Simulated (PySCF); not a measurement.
**Dipole response of Te⁵⁰⁺ (tellurium, charge +50)**

1s2, closed-shell 1S. Calculation: PySCF 2.14, in an uncontracted even-tempered set (15 s from 110 bohr⁻², ratio 2.2; 7 p from 160 bohr⁻², ratio 2.4; 4 d from 480 bohr⁻², ratio 2.4; 3 f from 720 bohr⁻², ratio 2.4; 3 g from 1100 bohr⁻², ratio 2.4); the non-relativistic Hamiltonian (point nucleus). Coupled (time-dependent) response in atomic units; α is the mean over directions.

| method | mean α (bohr³) | C₆ (like pair) | S(−4) |
| --- | --- | --- | --- |
| UHF | 1.265e-06 | 1.369e-09 | 1.055e-12 |
| PBE0 | 1.269e-06 | 1.374e-09 | 1.062e-12 |

S(−4) is the Cauchy moment in α(ω) = α(0) + S(−4) ω² + …

α(iu) at PBE0:

```tsv
u (hartree)	α(iu) (bohr³)
0	1.269e-06
100	1.258e-06
200	1.228e-06
400	1.121e-06
600	9.807e-07
800	8.378e-07
1000	7.084e-07
1500	4.677e-07
2000	3.211e-07
3000	1.725e-07
5000	7.096e-08
```

A single London oscillator, α(iu) = α/(1 + u²/ω²), gives C₆ = (3/4) ω α². Matching the computed C₆ needs ω = 4 × 1.374e-09 / (3 × 1.269e-06²) = 1140 hartree.

For an ion, C₆ is the dispersion term alone; charge-induced terms of lower order in 1/R come first.

A non-relativistic calculation at this Z misses sizeable relativistic shifts.
